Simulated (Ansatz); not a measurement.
Input for Ansatz (a program for electronic structure): R-wB97M-V/def2-TZVPP on O2Os (SMILES [O]=[Os]=[O]), 2S+1 = 1, a spin state set in the input, which need not be the lowest. Elements past Kr take the def2 small-core potentials; no spin–orbit coupling.

Ansatz 0.2 input:
```yaml
crystal:
  periodic: [false, false, false]
  atoms:
    - {symbol: Os, position_ang: [0.31260899, -0.25156289, 0.31780732]}
    - {symbol: O, position_ang: [0.95509737, 0.32624987, -1.12543234]}
    - {symbol: O, position_ang: [-1.30087509, -0.02731537, 0.73730540]}
basis:
  gaussian:
    orbitals: def2-TZVPP
hamiltonian:
  xc: {name: wB97M-V}
```

**Question.** Give the final energy of this run.

**Answer.** -241.0013 hartree.

**Question.** How many basis functions does it have, and what does it roughly cost on one machine?

**Answer.** 118 functions; roughly 13 core-seconds.
